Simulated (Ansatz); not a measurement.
Gas-phase electronic energies from Ansatz, PBE0-D4/def2-TZVP geometries. CCSD(T)/CBS adds triple-zeta CCSD(T) − MP2 to the extrapolated MP2 energy (def2 sets, frozen cores). This one scheme is used for every species. Functionals use def2-TZVPP. HSE06 is defined as in plane-wave codes. One conformer a species, not always the lowest.

Consider the ligand exchange at the Si–C bond: `[SiH3]C1(S)CO1` + `[OH][Al]([OH])[SH]` → `[OH][Al]([SH])[O][SiH3]` + `SC1CO1`.

`[SiH3]C1(S)CO1`:

```xyz
11

Si    1.089    0.864    0.845
C    -0.365    0.123   -0.106
S    -1.090    1.252   -1.283
C    -0.436   -1.328   -0.291
O    -1.250   -0.688    0.672
H     0.666    2.123    1.508
H     1.505   -0.140    1.856
H     2.205    1.145   -0.093
H    -1.710    0.339   -2.050
H    -0.960   -1.716   -1.163
H     0.346   -1.974    0.104
```

`[OH][Al]([OH])[SH]`:

Z-matrix (Å, degrees):
```
Al
O 1 1.687
S 1 2.166 2 116.6
O 1 1.690 2 125.9 3 -180.0
H 2 0.954 1 126.3 3 -180.0
H 3 1.345 1 91.4 2 -180.0
H 4 0.955 1 125.7 2 0.1
```

`[OH][Al]([SH])[O][SiH3]`:

Z-matrix (Å, degrees):
```
Si
O 1 1.625
H 1 1.487 2 110.1
H 1 1.487 2 110.5 3 -120.5
H 1 1.487 2 109.5 3 119.7
Al 2 1.672 1 167.1 3 74.4
S 6 2.173 2 119.7 1 179.2
O 6 1.685 2 119.2 1 -0.9
H 7 1.344 6 92.2 2 -0.1
H 8 0.955 6 124.3 2 -180.0
```

`SC1CO1`:

```xyz
8

S     0.663   -0.105   -1.821
C     0.294    0.561   -0.212
C    -0.247   -0.207    0.898
O    -1.045    0.732    0.183
H    -0.104   -1.201   -1.705
H     0.949    1.405   -0.005
H    -0.007    0.068    1.922
H    -0.503   -1.252    0.740
```

**Question.** Is it downhill or uphill in electronic energy at CCSD(T)/CBS, and by how much? (An estimate is asked.)

**Answer.** Computed: Downhill: ΔE = -1.23 eV.

**Question.** What do these levels give: B97M-V, B2PLYP, r2SCANh, HSE06, SCS-MP2/def2-TZVPP, CCSD/def2-TZVPP? (An estimate is asked.)

**Answer.** The calculation gave: B97M-V -1.30, B2PLYP -1.31, r2SCANh -1.26, HSE06 -1.21, SCS-MP2/def2-TZVPP -1.31, CCSD/def2-TZVPP -1.31 eV.

Largest T1 diagnostic among the species: 0.013.

In def2-TZVPP, CCSD(T) changes the Hartree–Fock value by +0.35 eV (the triples alone add +0.06 eV) and MP2 by +0.37 eV. From PBE to PBE0 (25 % exact exchange), in def2-TZVPP and without D4, ΔE moves by −0.09 eV.
